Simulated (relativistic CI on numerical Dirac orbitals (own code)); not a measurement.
**Ca¹⁰⁺: q coefficients and field-shift factors**

Computed by Dirac-Coulomb-Breit CI, KLI orbitals optimised for each configuration, derivatives by finite differences, unscaled Slater integrals, QED left out (own radial code, finite nucleus).

CI space (outside the closed core 1s2): 2s²2p⁶, 2s²2p⁵3s, 2s²2p⁵3p, 2s²2p⁵3d, 2s2p⁶3s, 2s2p⁶3p, 2s2p⁶3d, 2s²2p⁴3s². Levels of other configurations are missing.

With x = (α/α₀)² − 1 an excitation energy changes as ω = ω₀ + qx; K = 2q/ω₀ is the relative enhancement. Terms are leading LS components, so labels can repeat. The field-shift factor is F = δν/δ⟨r²⟩ for the transition from the lowest level.

Lowest level 2s²2p⁶ ¹S0.

| Level | ω₀ (cm⁻¹) | q (cm⁻¹) | K | F (GHz/fm²) |
| --- | --- | --- | --- | --- |
| 2s²2p⁵3s ³P°2 | 2793335 | -14010 | -0.01 | 8.76 |
| 2s²2p⁵3s ³P°1 | 2802640 | -11130 | -0.00794 | 8.74 |
| 2s²2p⁵3s ³P°0 | 2823022 | 15980 | 0.0113 | 8.76 |
| 2s²2p⁵3s ¹P°1 | 2831708 | 13140 | 0.00928 | 8.73 |
| 2s²2p⁵3p ³S1 | 2944951 | -4520 | -0.00307 | 3.72 |
| 2s²2p⁵3p ³D2 | 2970385 | -10520 | -0.00708 | 3.9 |
| 2s²2p⁵3p ³D3 | 2970405 | -5988 | -0.00403 | 3.89 |
| 2s²2p⁵3p ³D1 | 2979105 | -5958 | -0.004 | 3.91 |
| 2s²2p⁵3p ³P2 | 2985967 | -5767 | -0.00386 | 3.92 |
| 2s²2p⁵3p ³D1 | 2999463 | 15490 | 0.0103 | 3.91 |
| 2s²2p⁵3p ³P0 | 3001688 | 7801 | 0.0052 | 3.93 |
| 2s²2p⁵3p ¹D2 | 3008791 | 22570 | 0.015 | 3.91 |
| 2s²2p⁵3p ³P1 | 3009312 | 19680 | 0.0131 | 3.91 |

At this charge energies of transitions that change n are usually good to better than 1 %, and those within a shell (Δn = 0) to a few per cent.
